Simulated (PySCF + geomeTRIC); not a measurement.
These are CAM-B3LYP-D3(BJ)/def2-TZVP (PySCF + geomeTRIC) values and carry that method's errors. fastk is a local helper that only speeds up exchange builds. No frequencies were computed at this level.

```python
import json, numpy as np
from pyscf import gto, dft
from fastk import lowrank_exchange
atoms = """
S     -1.636198    -1.239666     0.383132
In     0.407656     0.036847    -0.014835
S      0.253610     2.371013    -0.688939
S      2.531455    -1.093967     0.276278
H     -2.415043    -0.265322    -0.069225
H     -1.055687     2.425776    -0.456138
H      1.914205    -2.234680     0.569725
"""
def scf(charge, spin, dm0=None):
    mol = gto.M(atom=atoms, basis='def2-tzvp', ecp={'In': 'def2-tzvp'}, charge=charge, spin=spin, verbose=3, max_memory=5040)
    mf = dft.KS(mol, xc='cam-b3lyp').density_fit(auxbasis="def2-universal-jkfit")
    mf.disp = 'd3bj'
    mf.grids.level = 3
    mf.conv_tol = 1e-8
    mf.max_cycle = 60
    mf.kernel(dm0)
    if not mf.converged:
        mf = mf.newton().run(mf.mo_coeff, mf.mo_occ).undo_soscf()
    return mf
mf = scf(0, 0)
from pyscf.geomopt.geometric_solver import kernel as optimize
path = []
done, mol = optimize(mf, maxsteps=80, assert_convergence=False, callback=lambda env: path.append((env["energy"], bool(env["g_scanner"].converged))))
res = dict(converged=bool(done and path[-1][1]), energy=path[-1][0], path=[e for e, c in path], xyz=mol.atom_coords(unit="Angstrom").tolist(), nao=mol.nao)
json.dump(res, open("result.json", "w"))
```

Output:

```
converged SCF energy = -1386.67183294455
Geometry optimization cycle 1
converged SCF energy = -1386.67183294456
cycle 1: E = -1386.67183294  dE = -1386.67  norm(grad) = 0.0280366
Geometry optimization cycle 2
converged SCF energy = -1386.67431999045
cycle 2: E = -1386.67431999  dE = -0.00248705  norm(grad) = 0.00235183
Geometry optimization cycle 3
converged SCF energy = -1386.67445001023
cycle 3: E = -1386.67445001  dE = -0.00013002  norm(grad) = 0.00147455
Geometry optimization cycle 4
converged SCF energy = -1386.67454502819
cycle 4: E = -1386.67454503  dE = -9.5018e-05  norm(grad) = 0.00127077
Geometry optimization cycle 5
converged SCF energy = -1386.67457741161
cycle 5: E = -1386.67457741  dE = -3.23834e-05  norm(grad) = 0.000901975
Geometry optimization cycle 6
converged SCF energy = -1386.67459922042
cycle 6: E = -1386.67459922  dE = -2.18088e-05  norm(grad) = 0.000447514
Geometry optimization cycle 7
converged SCF energy = -1386.67460617746
cycle 7: E = -1386.67460618  dE = -6.95704e-06  norm(grad) = 0.000314076
Geometry optimization cycle 8
converged SCF energy = -1386.67460833815
cycle 8: E = -1386.67460834  dE = -2.16069e-06  norm(grad) = 0.000222972
Geometry optimization cycle 9
converged SCF energy = -1386.67460913327
cycle 9: E = -1386.67460913  dE = -7.95116e-07  norm(grad) = 0.000166052
Geometry optimization cycle 10
converged SCF energy = -1386.67460932576
cycle 10: E = -1386.67460933  dE = -1.92492e-07  norm(grad) = 0.000167787
Geometry optimization cycle 11
converged SCF energy = -1386.67460939545
cycle 11: E = -1386.6746094  dE = -6.96914e-08  norm(grad) = 0.0001477
Geometry optimization cycle 12
converged SCF energy = -1386.67460950359
cycle 12: E = -1386.6746095  dE = -1.08136e-07  norm(grad) = 0.000105112
<class 'geometric.internal.Distance'> : 6
<class 'geometric.internal.Angle'> : 5
<class 'geometric.internal.OutOfPlane'> : 1
<class 'geometric.internal.Dihedral'> : 6
<class 'geometric.internal.TranslationX'> : 1
<class 'geometric.internal.TranslationY'> : 1
<class 'geometric.internal.TranslationZ'> : 1
<class 'geometric.internal.RotationA'> : 1
<class 'geometric.internal.RotationB'> : 1
<class 'geometric.internal.RotationC'> : 1
Step    0 : Gradient = 1.060e-02/1.552e-02 (rms/max) Energy = -1386.6718329446
Step    1 : Displace = 5.201e-02/7.051e-02 (rms/max) Trust = 1.000e-01 (=) Grad = 8.889e-04/9.968e-04 (rms/max) E (change) = -1386.6743199904 (-2.487e-03) Quality = 0.967
Step    2 : Displace = 2.198e-02/3.333e-02 (rms/max) Trust = 1.414e-01 (+) Grad = 5.573e-04/9.425e-04 (rms/max) E (change) = -1386.6744500102 (-1.300e-04) Quality = 1.452
Step    3 : Displace = 3.497e-02/5.376e-02 (rms/max) Trust = 2.000e-01 (+) Grad = 4.803e-04/8.496e-04 (rms/max) E (change) = -1386.6745450282 (-9.502e-05) Quality = 1.242
Step    4 : Displace = 2.002e-02/3.059e-02 (rms/max) Trust = 2.828e-01 (+) Grad = 3.409e-04/5.164e-04 (rms/max) E (change) = -1386.6745774116 (-3.238e-05) Quality = 1.351
Step    5 : Displace = 1.914e-02/2.754e-02 (rms/max) Trust = 3.000e-01 (+) Grad = 1.691e-04/2.449e-04 (rms/max) E (change) = -1386.6745992204 (-2.181e-05) Quality = 1.171
Step    6 : Displace = 9.985e-03/1.624e-02 (rms/max) Trust = 3.000e-01 (=) Grad = 1.187e-04/2.123e-04 (rms/max) E (change) = -1386.6746061775 (-6.957e-06) Quality = 1.151
Step    7 : Displace = 5.855e-03/8.934e-03 (rms/max) Trust = 3.000e-01 (=) Grad = 8.428e-05/1.418e-04 (rms/max) E (change) = -1386.6746083382 (-2.161e-06) Quality = 1.038
Step    8 : Displace = 3.489e-03/5.004e-03 (rms/max) Trust = 3.000e-01 (=) Grad = 6.276e-05/9.126e-05 (rms/max) E (change) = -1386.6746091333 (-7.951e-07) Quality = 0.774
Step    9 : Displace = 3.978e-03/6.394e-03 (rms/max) Trust = 3.000e-01 (=) Grad = 6.342e-05/9.879e-05 (rms/max) E (change) = -1386.6746093258 (-1.925e-07) Quality = 0.161
Step   10 : Displace = 2.047e-03/2.901e-03 (rms/max) Trust = 1.989e-03 (-) Grad = 5.583e-05/8.958e-05 (rms/max) E (change) = -1386.6746093954 (-6.969e-08) Quality = 0.078
Step   11 : Displace = 9.962e-04/1.548e-03 (rms/max) Trust = 9.945e-04 (-) Grad = 3.973e-05/7.235e-05 (rms/max) E (change) = -1386.6746095036 (-1.081e-07) Quality = 0.275
Converged! =D
```

Cost: very roughly 7 core-minutes.
